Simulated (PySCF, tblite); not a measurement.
Species: CH₇NOSi₂.
Bonds: O1–C2 (double), C2–N3, N3–Si4, N3–Si5. Hydrogens: H6 on C2; H7, H8, H9 on Si4; H10, H11, H12 on Si5.

Computed geometry: GFN2-xTB, gas phase.

Problem. What internal coordinates does the optimisation give?

Solution. 
| bond | length (Å) | order |
| --- | --- | --- |
| O1=C2 | 1.215 | double |
| C2–N3 | 1.331 | single |
| N3–Si4 | 1.743 | single |
| N3–Si5 | 1.786 | single |
| C2–H6 | 1.099 | single |
| Si4–H7 and 4 like bonds | 1.458 | single |
| Si5–H11 | 1.467 | single |

Bonds in one row agree within 0.01 Å and their mean is given. Orders are formal, as drawn. A selection of angles:
| angle | degrees |
| --- | --- |
| O1–C2–N3 | 120.5 |
| O1–C2–H6 | 122.4 |
| N3–C2–H6 | 117.0 |
| C2–N3–Si4 | 125.1 |
| C2–N3–Si5 | 105.5 |
| Si4–N3–Si5 | 129.4 |
| N3–Si4–H7 | 107.3 |
| N3–Si4–H8 | 106.2 |
| H7–Si4–H8 | 111.6 |
| N3–Si5–H11 | 100.9 |
| H10–Si5–H11 | 110.3 |
| H10–Si5–H12 | 117.6 |

Dihedral angles: O1–C2–N3–Si4 180° (antiperiplanar).

Si5 and O1 aren't drawn bonded (3 bonds apart) but lie 2.52 Å from each other; Cordero's covalent radii sum to 1.77 Å. Si4 (SiH3 silicon) is tetrahedral (angles from 106.2° to 112.4°). The 5 heavy atoms lie in one plane (0.000 Å rms). The N–Si distances run from 1.743 Å (N3–Si4, drawn single) to 1.786 Å (N3–Si5, drawn single), a spread of 0.043 Å. N3 (amide nitrogen) is planar (angles 129.4°, 125.1° and 105.5°, sum 360.0°, 0.00 Å off the plane of its three neighbours). Of the pairs four or more bonds apart, those above aside, O1···H12 is among the closest relative to their van der Waals radii: 2.65 Å, 97 % of the sum of Bondi's values.

Point group: Cs (every atom within 0.08 Å of its image). Its GFN2-xTB frequencies are all real (lowest 63 cm⁻¹).
